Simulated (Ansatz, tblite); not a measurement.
Cost and result up the ladder for AlCl3 (4 atoms). The state is a singlet with charge 0. Geometry: B3LYP-D4/def2-TZVP.

Cartesian coordinates in Å:
```
Al 0.0000 0.0000 0.0000
Cl -0.2200 -1.3827 -1.5350
Cl 0.2595 -0.6515 1.9557
Cl -0.0395 2.0342 -0.4207
```

Ansatz on 2 threads of Arm Neoverse V2 on a shared host; xTB runs through tblite on one thread. Times are rough, summed over both states, and most runs start from the orbitals of an earlier one. PBE0-D4/def2-TZVP serves as the yardstick here, not as an exact answer. The other state is a doublet.

The xTB rows come from tblite. Correlated methods freeze 20 core orbitals. The structure comes from a short search, and lower isomers may exist.

Raw xTB energies of ions are shifted by several eV.

| level | functions | wall time | vertical IE (eV) | difference from PBE0-D4/def2-TZVP (eV) | remarks |
| --- | --- | --- | --- | --- | --- |
| GFN1-xTB | 36 | 0.006 s | 15.54 | 4.11 | – |
| GFN2-xTB | 36 | 0.007 s | 14.87 | 3.43 | – |
| PBE-D4/def2-TZVP | 148 | 4.5 s | 10.86 | -0.58 | – |
| PBE0-D4/def2-TZVP | 148 | 7.1 s | 11.43 | 0.00 | – |
| r2SCAN-D4/def2-TZVP | 148 | 13 s | 11.15 | -0.29 | – |
| CCSD(T)/def2-TZVPP | 168 | 2.4 min | 12.02 | 0.59 | large T1 (+1 doublet) |
